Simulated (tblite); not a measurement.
Species: C₈H₂₄AlN₄ (charge -1).
SMILES with atom numbers: `[CH3:1][N:2]([CH3:3])[Al-:4]([N:5]([CH3:6])[CH3:7])([N:8]([CH3:9])[CH3:10])[N:11]([CH3:12])[CH3:13]` (hydrogens: H14, H15, H16 on C1; H17, H18, H19 on C3; H20, H21, H22 on C6; H23, H24, H25 on C7; H26, H27, H28 on C9; H29, H30, H31 on C10; H32, H33, H34 on C12; H35, H36, H37 on C13)

Computed with GFN2-xTB (tblite), gas phase: L-BFGS steps from a force-field or distance-geometry start until the largest atomic force falls under 0.01 eV/Å.

Geometry at step 63:
```
atom  x, y, z in Å
C1     -2.2539   -1.8576    0.0015
N2     -1.2712   -1.1141    0.7404
C3     -1.4047   -1.4188    2.1430
Al4     0.0432    0.0278   -0.0501
N5      1.3739   -1.0368   -0.7969
C6      2.1459   -1.9513   -0.0048
C7      1.3403   -1.4286   -2.1757
N8     -0.6354    1.1982   -1.3770
C9     -1.7171    0.9146   -2.2869
C10    -0.1443    2.5491   -1.4924
N11     0.7720    1.0601    1.3258
C12    -0.0843    1.8227    2.1816
C13     2.1350    1.3772    1.6196
H14    -2.0704   -2.9466    0.1088
H15    -2.1996   -1.6082   -1.0559
H16    -3.2772   -1.6345    0.3627
H17    -0.5265   -1.0478    2.6782
H18    -2.3311   -0.9871    2.5874
H19    -1.4776   -2.5140    2.3201
H20     3.2226   -1.9129   -0.2520
H21     2.0307   -1.6688    1.0357
H22     1.8069   -2.9920   -0.1393
H23     2.3698   -1.6363   -2.5590
H24     0.8900   -0.6226   -2.7809
H25     0.7262   -2.3530   -2.3121
H26    -2.7062    1.2101   -1.8853
H27    -1.6070    1.4403   -3.2520
H28    -1.7440   -0.1564   -2.5123
H29    -0.9178    3.3224   -1.3333
H30     0.3063    2.7856   -2.4786
H31     0.6316    2.6822   -0.7423
H32     0.0623    1.5914    3.2544
H33     0.0942    2.9092    2.0767
H34    -1.1206    1.6242    1.9316
H35     2.7869    0.8714    0.9172
H36     2.3233    2.4669    1.5593
H37     2.4160    1.0704    2.6437
```

**Question.** What forces act on the atoms?

**Answer.** 
```csv
atom,Fx (eV/Å),Fy (eV/Å),Fz (eV/Å)
C1,0.164,0.088,0.056
N2,0.120,0.142,0.034
C3,0.075,-0.016,-0.040
Al4,-0.191,0.161,0.214
N5,-0.028,0.102,-0.099
C6,-0.133,0.104,-0.086
C7,-0.022,-0.055,-0.185
N8,0.115,-0.050,0.013
C9,0.002,0.052,-0.054
C10,-0.013,-0.003,0.024
N11,-0.064,0.042,0.022
C12,-0.104,0.065,0.046
C13,-0.008,-0.060,-0.048
H14,-0.242,0.023,-0.032
H15,0.036,0.008,0.045
H16,-0.011,-0.150,-0.080
H17,-0.252,0.061,-0.062
H18,0.204,0.022,-0.033
H19,0.121,0.108,-0.067
H20,0.056,-0.048,-0.103
H21,-0.049,-0.044,0.134
H22,0.072,-0.076,0.089
H23,-0.354,0.049,0.016
H24,0.175,-0.351,0.309
H25,0.319,0.201,-0.194
H26,0.038,-0.036,-0.040
H27,0.137,0.018,0.028
H28,-0.058,0.125,0.124
H29,-0.119,-0.074,0.095
H30,-0.068,-0.228,-0.036
H31,-0.028,-0.008,0.030
H32,0.043,-0.070,0.031
H33,-0.023,0.073,-0.012
H34,-0.095,-0.084,-0.084
H35,0.065,-0.079,-0.112
H36,0.059,0.015,-0.040
H37,0.060,-0.024,0.099
```

The largest, 0.50 eV/Å, acts on H24; the rms over all components is 0.113 eV/Å. The forces sum to zero within rounding, as they must for an isolated molecule in no field.

**Question.** Give the force on H24 in Eh/bohr and in nN.

**Answer.** 0.499 eV/Å ÷ 51.422 = 0.00971 Eh/bohr, and 0.499 eV/Å × 1.602 = 0.80 nN.

**Question.** How far is this geometry from the end of the optimisation?

**Answer.** 0.323 eV above it, and 0.864 Å rms away after alignment. The bonds farthest from their final lengths, with half the difference of the two atoms' forces along the bond (positive lengthens):

| bond | now (Å) | final (Å) | force along bond (eV/Å) |
| --- | --- | --- | --- |
| N2–Al4 | 1.912 | 1.866 | -0.14 |
| Al4–N8 | 1.895 | 1.867 | -0.05 |
| C7–H24 | 1.104 | 1.088 | -0.28 |
| C7–H23 | 1.118 | 1.108 | -0.20 |
| C7–H25 | 1.118 | 1.108 | -0.20 |
| N8–C10 | 1.442 | 1.433 | 0.00 |

The angle farthest from its final value is Al4–N11–C13, 130.2° against 123.8°.

Of the 5 listed bonds off by 0.010 Å or more, this force points towards the final length in 5.

What follows is the cost of the whole relaxation. On 2 threads of an AMD EPYC 9R45, no GPU, on a shared host, this took 3.7 s wall, 7.4 s CPU.
